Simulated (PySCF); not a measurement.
Polarisability and C₆ of Mo (molybdenum, neutral)

[Kr] 4d5 5s1, high-spin 7S determinant. Computed with PySCF 2.14 in aug-cc-pwCVTZ-DK (11s10p8d4f3g, 136 functions), with the spin-free X2C one-electron Hamiltonian (Gaussian nucleus). Coupled (time-dependent) response in atomic units; α is the mean over directions.

```csv
method,mean α (bohr³),C₆ (like pair),S(−4)
UHF,107.8,1194,8034
```

S(−4) is the Cauchy moment in α(ω) = α(0) + S(−4) ω² + …

Reference α: 87 ± 6 bohr³ (recommended; Schwerdtfeger and Nagle, table of static dipole polarizabilities (2023 update)). Published C₆: 1030 (Gould and Bucko (2016)).

Hartree-Fock lies above the reference because it lacks correlation, which contracts the outer shell.

α(iu) at UHF:

```csv
u (hartree),α(iu) (bohr³)
0,107.8
0.0500,91.44
0.100,65.12
0.200,34.65
0.300,22.30
0.500,12.68
0.750,7.989
1.00,5.652
1.50,3.339
2.00,2.219
3.00,1.185
5.00,0.5048
```

A single London oscillator, α(iu) = α/(1 + u²/ω²), gives C₆ = (3/4) ω α². Matching the computed C₆ needs ω = 4 × 1194 / (3 × 107.8²) = 0.137 hartree.
